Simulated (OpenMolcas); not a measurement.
## Ag3+: moving the ligands

Ag3+ with its 6 nearest fluoride ions at 2.017 Å, on the Ga site of K2NaGaF6 (a = 8.246 Å, distance in the model lattice 1.938 Å). The rest of the host is ab initio model potentials to 7.6 Å, with orthogonalisation functions on the cations behind the ligands, and point charges beyond; the distance is set by hand and nothing relaxes. Ligand basis ANO-RCC-VDZP.
```
Ag    0.0000    0.0000    0.0000
F     2.0170    0.0000    0.0000
F     0.0000    2.0170    0.0000
F    -2.0170    0.0000    0.0000
F     0.0000   -2.0170    0.0000
F     0.0000    0.0000    2.0170
F     0.0000    0.0000   -2.0170
```

```yaml
Program: OpenMolcas
Method: "SS-CASPT2, IPEA 0.25 Eh, imaginary shift 0.1 Eh (closed shells correlated: 4s 4p and the ligand valence shells)"
Basis: ANO-RCC-VTZP [7s6p4d2f1g]
Scalar_Hamiltonian: DKH2, point nucleus
Active_space: 8 electrons in 5 orbitals (4d)
State_averaging: 2S+1 = 3 even, 10 roots; 2S+1 = 1 even, 15 roots
Spin-orbit_coupling: RASSI with atomic mean-field integrals over the reference wave functions
```

Runs around this geometry, states (labels of O, the rotations of Oh). Energies in cm-1 above the lowest state or level, χT in cm3 K/mol.

```
R (Å)  Ground state  First state of that spin  First gap with spin-orbit (degeneracies)  χT at 300 K  First state of another spin
1.938           3A2                 3T2 27320                               5550 (3, 2)        1.173                      1E 5600
2.017           3A2                 3T2 24370                               4630 (3, 2)        1.194                      1E 4680
 2.06           3A2                 3T2 23280                               4110 (3, 2)        1.202                      1E 4150
```

Taking the first state of the same spin as R^-n, n = -ln(23280 / 27320) / ln(2.06 / 1.938) = 2.6 between the shortest and longest distance.

Roots that are degenerate in the reference are averaged as groups; the widest CASPT2 spread within a group is 1600 cm-1 (the 3-fold group of multiplicity 1 near 32000 cm-1 above the lowest state of its run, R = 1.938). Shifts and gaps below about the spread of the groups concerned are not significant. Over all roots computed the reference weight is 0.68 to 0.72 in R = 1.938, 0.66 to 0.72 in R = 2.017, 0.65 to 0.71 in R = 2.06; the roots of lowest weight are the least certain, and an intruder state may touch them. Real 4d8 and 5d8 ions are as a rule square planar and diamagnetic. The least metal-like active orbital is 75 % on the metal (Löwdin) and no ligand orbital is active, so the numbers are rough. Ligand-to-metal charge-transfer states are missing. With no ligand orbital active B as a rule stays too high, so bands that hang on it stand too high and its fall with covalency is understated. With one d shell and no ligand orbital active, 10Dq can be off by a tenth or more. No measured value stands beside these numbers; the geometry was set by hand and not optimised.
